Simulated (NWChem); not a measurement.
System: TaNH3O2Cl; SMILES [NH]=[Ta]([OH])([OH])[Cl]

The following NWChem deck was run.

```
start job
memory heap 200 mb stack 900 mb global 1100 mb
geometry units angstroms noautoz
  Ta     0.048075     0.109900     0.000000
  N     -1.621973     0.719668     0.000000
  H     -2.592876     1.034551     0.000000
  Cl    -0.020131    -2.234109     0.000000
  O      0.934329     0.785123     1.559422
  H      0.594979     1.329494     2.289763
  O      0.934329     0.785123    -1.559422
  H      0.594979     1.329494    -2.289763
end
basis spherical
  * library def2-svp
end
ecp
  Ta library def2-ecp
end
dft
  xc xtpss03 ctpss03
  iterations 150
  mulliken
end
task dft energy
```

All runs use the structure optimised with PBE-D3(BJ)/def2-SVP. Not confirmed as a minimum by frequencies. def2 effective core potentials on Ta; no spin-orbit coupling.

**Question.** Predict the main results of this run. (TPSS/def2-SVP with def2 effective core potentials on Ta.) Quantities: energy (Ha); highest occupied level (eV); orbital gap (eV); dipole (D).

**Answer.** The energy (Ha) comes out as -724.20, the highest occupied level (eV) comes out as -6.60 and the orbital gap (eV) is 5.22. The dipole (D) is 3.27.
